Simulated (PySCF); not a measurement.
NICS in isomers of C6H6NP.

Definitions: NICS(0) = −σiso at the ring centroid; NICS(1) = −σiso and NICS(1)zz = −σzz at ±1 Å along the ring normal z. Level: GIAO PBE0/pcSseg-1 (PySCF, non-relativistic, gas phase) on the GFN2-xTB geometries, one conformer each. Atom numbers follow the mapped SMILES.

Question: Order these rings by mean NICS(1)zz, lowest (most negative) first (ppm).
A. ring C1–C2–P3 in `[CH:1]1=[CH:2][P:3]1[n:4]1[cH:5][cH:6][cH:7][cH:8]1`
B. ring C3–C4–C5–C6–N7–C8 in `[CH2:1]=[P:2][c:3]1[cH:4][cH:5][cH:6][n:7][cH:8]1`
C. ring C3–C4–N5–C7–P8 in `[CH:1]#[C:2][c:3]1[cH:4][n:5]([CH3:6])[cH:7][p:8]1`
D. ring C3–N4–C5–C6–C7–P8 in `[CH2:1]=[CH:2][c:3]1[n:4][cH:5][cH:6][cH:7][p:8]1`

Answer: B (-27.8), C (-25.9), D (-23.1), A (-21.0).

```csv
SMILES,ring,NICS(0),NICS(1),NICS(1)zz,HOMA,rms pucker (Å),ring atoms with four or more neighbours
C=Pc1cccnc1,6-membered ring with N; formal bonds all aromatic,-7.0,-11.0,-27.8,0.99,0.01,0
C#Cc1cn(C)cp1,5-membered ring with N and P; formal bonds all aromatic,-12.9,-10.9,-25.9,0.81,0.00,0
C=Cc1ncccp1,6-membered ring with N and P; formal bonds all aromatic,-5.2,-9.6,-23.1,0.86,0.00,0
C1=CP1n1cccc1,"3-membered ring with P; formal bonds 1 double, 2 single",-23.2,-8.8,-21.0,-0.70,0.00,0
```

NICS(0) gives another order. The isotropic NICS(1) gives the same order. Over the 4 rings with a HOMA value its correlation coefficient with NICS(1)zz is -0.80. HOMA uses Krygowski's 1993 parameters. NICS(1) and NICS(1)zz are means over the two faces.
